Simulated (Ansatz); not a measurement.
`C[CH2][InH][OH]` + H–F → `[OH][InH][F]` + `CC`  (ligand exchange at the In–C bond)

Computed with Ansatz on PBE0-D4/def2-TZVP structures; ΔE is electronic, products minus reactants. CCSD(T)/CBS adds triple-zeta CCSD(T) − MP2 to the extrapolated MP2 energy (def2 sets, frozen cores). This one scheme is used for every species. Elements past krypton have def2 core potentials. For In outer-core shells are correlated without core-valence functions, which leaves a few kJ/mol of doubt a bond. One conformer a species, not always the lowest.

```csv
species,MP2/def2-QZVPP energy (Eh)
`C[CH2][InH][OH]`,-345.08008
H–F,-100.36692
`[OH][InH][F]`,-365.82102
`CC`,-79.65753
```

(1) Work out ΔE.

Largest T1 diagnostic among the species: 0.017.

## Answers

(1) ΔE = (-365.82102) + (-79.65753) − (-345.08008) − (-100.36692) = -0.03155 Eh = -82.8 kJ/mol. CCSD(T)/CBS gives -87.7 kJ/mol.

In def2-TZVPP, CCSD(T) changes the Hartree–Fock value by +32.2 kJ/mol (the triples alone add +2.6 kJ/mol) and MP2 by +36.9 kJ/mol. The D4 term adds +7.4 kJ/mol with B3LYP and +4.1 kJ/mol with PBE0; it sums over pairs of atoms, weighted by their polarisabilities, and B3LYP, whose exchange is more repulsive, gets the larger term.

B3LYP here is the variant with VWN-RPA as its local correlation; programs differ in this.
